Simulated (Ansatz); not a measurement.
`BN(CC)C(C)(C)C` and `CCNC(C)(C)C` differ in one atom or group.

Ansatz, PBE0-D4/def2-TZVP geometries, multiplicity 1. Each molecule was computed in one conformer, which needn't be the lowest.

```json
{"property": "HOMO energy (PBE/def2-TZVPP) / eV", "`BN(CC)C(C)(C)C`": "-6.03"}
{"property": "size of the dipole moment (ωB97M-V/def2-TZVPP) / D", "`BN(CC)C(C)(C)C`": "2.02"}
{"property": "HOMO–LUMO gap (ωB97M-V/def2-TZVPP) / eV", "`BN(CC)C(C)(C)C`": "11.46"}
{"property": "LUMO energy (ωB97M-V/def2-TZVPP) / eV", "`BN(CC)C(C)(C)C`": "1.91"}
{"property": "LUMO energy (PBE/def2-TZVPP) / eV", "`BN(CC)C(C)(C)C`": "-0.73"}
{"property": "HOMO–LUMO gap (PBE0/def2-TZVPP) / eV", "`BN(CC)C(C)(C)C`": "7.42"}
```

Q: What does the change do to each property? (Best estimate.)

A: Ansatz gave: 
```csv
property,`CCNC(C)(C)C`,shift
HOMO energy (PBE/def2-TZVPP) / eV,-4.72,1.31
size of the dipole moment (ωB97M-V/def2-TZVPP) / D,0.86,-1.16
HOMO–LUMO gap (ωB97M-V/def2-TZVPP) / eV,10.95,-0.51
LUMO energy (ωB97M-V/def2-TZVPP) / eV,2.46,0.55
LUMO energy (PBE/def2-TZVPP) / eV,0.25,0.98
HOMO–LUMO gap (PBE0/def2-TZVPP) / eV,7.16,-0.26
```

With PBE0 the HOMO rises by 1.11 eV and the LUMO rises by 0.85 eV, so the gap narrows by about 0.26 eV. PBE moves the HOMO by 1.31 eV and ωB97M-V by 1.06 eV. Dipoles are sizes alone; their direction can turn.
